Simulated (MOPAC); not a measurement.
A run for MOPAC: PM3 on H2INTe (SMILES N[Te]I), a point of a torsion scan.

```
PM3 1SCF PRECISE CHARGE=0 THREADS=1
H2INTe

N     -1.11357209 1     0.25342603 1    -0.11250182 1
Te     0.76106677 1     0.91818606 1    -0.55158289 1
I      0.04885544 1     3.48873339 1    -0.36078459 1
H     -1.28119681 1    -0.62978011 1    -0.57087106 1
H     -1.24036967 1     0.09338720 1     0.87967514 1
```

Program output:

```
*******************************************************************************
 **                                                                           **
 **                              MOPAC v23.2.5                                **
 **                                                                           **
 *******************************************************************************
 ** MOPAC's Digital Object Identifier: https://doi.org/10.5281/zenodo.6511958 **
 **                                                                           **
 ** Please cite the open-source release paper for use of this MOPAC version:  **
 ** J. E. Moussa and J. J. P. Stewart (2026)                                  **
 ** MOPAC: An open-source semiempirical molecular orbital program             **
 ** J. Open Source Softw., 11(119), 8025, https://doi.org/10.21105/joss.08025 **
 *******************************************************************************

                              PM3 CALCULATION RESULTS

 *******************************************************************************
 *  PM3        - The PM3 Hamiltonian to be used
 *
 *
 *
 *                 CHARGE ON SYSTEM = 0
 *
 *
 *
 *  PRECISE    - TIGHTER CRITERIA TO BE USED
 *  1SCF       - DO 1 SCF AND THEN STOP
 *  THREADS=1  - MULTI-THREADING NOT USED
 *  T=         - A TIME OF 172800.0 SECONDS REQUESTED
 *  DUMP=N     - RESTART FILE WRITTEN EVERY 7200.0 SECONDS REQUESTED
 *******************************************************************************
PM3 1SCF PRECISE CHARGE=0 THREADS=1
 H2INTe

   ATOM   CHEMICAL          X               Y               Z
  NUMBER   SYMBOL      (ANGSTROMS)     (ANGSTROMS)     (ANGSTROMS)

     1       N         -1.11357209  *   0.25342603  *  -0.11250182  *
     2      Te          0.76106677  *   0.91818606  *  -0.55158289  *
     3       I          0.04885544  *   3.48873339  *  -0.36078459  *
     4       H         -1.28119681  *  -0.62978011  *  -0.57087106  *
     5       H         -1.24036967  *   0.09338720  *   0.87967514  *



          CARTESIAN COORDINATES

    NO.       ATOM           X           Y           Z

     1         N         -1.1136      0.2534     -0.1125
     2        Te          0.7611      0.9182     -0.5516
     3         I          0.0489      3.4887     -0.3608
     4         H         -1.2812     -0.6298     -0.5709
     5         H         -1.2404      0.0934      0.8797

  H: (PM3): J. J. P. STEWART, J. COMP. CHEM. 10, 209 (1989).
  N: (PM3): J. J. P. STEWART, J. COMP. CHEM. 10, 209 (1989).
 Te: (PM3): J. J. P. STEWART, J. COMP. CHEM. 12, 320-341 (1991).
  I: (PM3): J. J. P. STEWART, J. COMP. CHEM. 10, 209 (1989).

           Empirical Formula: H2 N Te I  =     5 atoms



      MOLECULAR POINT GROUP   :   C1


      RHF CALCULATION, NO. OF DOUBLY OCCUPIED LEVELS = 10


 -------------------------------------------------------------------------------
 PM3 1SCF PRECISE CHARGE=0 THREADS=1
 H2INTe



     1SCF WAS SPECIFIED, SO BFGS WAS NOT USED
     SCF FIELD WAS ACHIEVED


                              PM3 CALCULATION
                                                       MOPAC v23.2.5 Linux




          FINAL HEAT OF FORMATION =          6.90922 KCAL/MOL =      28.90819 KJ/MOL


          COSMO AREA              =        123.51 SQUARE ANGSTROMS
          COSMO VOLUME            =        115.68 CUBIC ANGSTROMS

          IONIZATION POTENTIAL    =          9.462446 EV
          HOMO LUMO ENERGIES (EV) =         -9.462 -3.430
          NO. OF FILLED LEVELS    =         10
          MOLECULAR WEIGHT        =        270.5270         POINT GROUP:  C1

          MOLECULAR DIMENSIONS (Angstroms)

            Atom       Atom       Distance
            H     4    I     3     4.33305
           Te     2    H     5     2.22902
            I     3   Te     2     0.92484


          SCF CALCULATIONS        =          1





   ATOM   CHEMICAL          X               Y               Z
  NUMBER   SYMBOL      (ANGSTROMS)     (ANGSTROMS)     (ANGSTROMS)

     1       N         -1.11357209  *   0.25342603  *  -0.11250182  *
     2      Te          0.76106677  *   0.91818606  *  -0.55158289  *
     3       I          0.04885544  *   3.48873339  *  -0.36078459  *
     4       H         -1.28119681  *  -0.62978011  *  -0.57087106  *
     5       H         -1.24036967  *   0.09338720  *   0.87967514  *

                             CARTESIAN COORDINATES

   1    N       -1.113572090     0.253426030    -0.112501820
   2   Te        0.761066770     0.918186060    -0.551582890
   3    I        0.048855440     3.488733390    -0.360784590
   4    H       -1.281196810    -0.629780110    -0.570871060
   5    H       -1.240369670     0.093387200     0.879675140


           Empirical Formula: H2 N Te I  =     5 atoms



      MOLECULAR POINT GROUP   :   C1


                  EIGENVALUES
 -28.61249 -16.73695 -15.88056 -15.00940 -14.94305 -13.74310 -11.60735 -10.86887
 -10.05119  -9.46245  -3.43016  -1.63499   2.97756   3.97878


              NET ATOMIC CHARGES AND DIPOLE CONTRIBUTIONS

  ATOM NO.   TYPE          CHARGE      No. of ELECS.   s-Pop       p-Pop
    1          N          -0.098672        5.0987     1.45586     3.64281
    2         Te           0.259982        5.7400     1.98554     3.75448
    3          I          -0.247454        7.2475     1.33539     5.91206
    4          H           0.044771        0.9552     0.95523
    5          H           0.041373        0.9586     0.95863
 DIPOLE           X         Y         Z       TOTAL
 POINT-CHG.     0.898    -3.237    -0.155     3.363
 HYBRID         0.293    -1.152     0.500     1.289
 SUM            1.191    -4.389     0.345     4.560


          ATOMIC ORBITAL ELECTRON POPULATIONS

     Atom    s        px        py        pz
    1  N   1.45586   1.31072   1.24296   1.08914
    2 Te   1.98554   0.80372   1.01598   1.93478
    3  I   1.33539   1.99057   1.92287   1.99863
    4  H   0.95523
    5  H   0.95863

 **********************
 *                    *
 * JOB ENDED NORMALLY *
 *                    *
 **********************




 == MOPAC DONE ==
```

The run finished.

Cost: around 0.020 core-seconds (rough).
